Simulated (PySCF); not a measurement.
SiH3Cl, SMILES [SiH3]Cl.

Geometry: B3LYP-D3(BJ)/def2-TZVP. The isomer is the one that the SMILES or the coordinates give; other isomers of the formula were not compared.

Calculation: PySCF with SMD-M06-2X/def2-SVP.

Solvation free energies are E(SMD) − E(gas) at the gas-phase geometry, for 1 M in both phases. In vacuum the dipole moment is 1.54 D.

### Question
Estimate the solvation free energies in water, 1-octanol, chloroform. (An estimate is asked for; the answer gives what the named calculation found.)

### Answer

```
solvent     ΔG(solv) (kcal/mol)  its non-electrostatic (CDS) part  dipole (D)
----------  -------------------  --------------------------------  ----------
water                       0.8                               2.0        1.91
1-octanol                  -1.8                              -0.8        1.86
chloroform                 -2.1                              -1.3        1.80
```
